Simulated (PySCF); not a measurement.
iodoethene (C₂H₃I), SMILES C(=C)I.

Geometry: B3LYP-D3(BJ)/def2-TZVP. The def2 effective core potentials stand for the cores of I; spin–orbit coupling is left out.

These are PySCF with PBE/def2-TZVPD values and carry that method's errors.

Symmetry labels are those of the subgroup Cs that the program uses (full group Cs).

List the valence orbital energies around the gap with their symmetry. (The exact figures need the calculation; the answer reports its results.)


```
orbital  symmetry  energy (eV)
-------  --------  -----------
HOMO−7         A'       -17.35
HOMO−6         A'       -14.24
HOMO−5         A'       -11.74
HOMO−4         A'       -10.69
HOMO−3         A'        -8.56
HOMO−2         A"        -8.01
HOMO−1         A'        -6.42
HOMO           A"        -6.06
LUMO           A'        -1.73
LUMO+1         A"        -1.50
LUMO+2         A'        -0.07
LUMO+3         A'         0.32
```
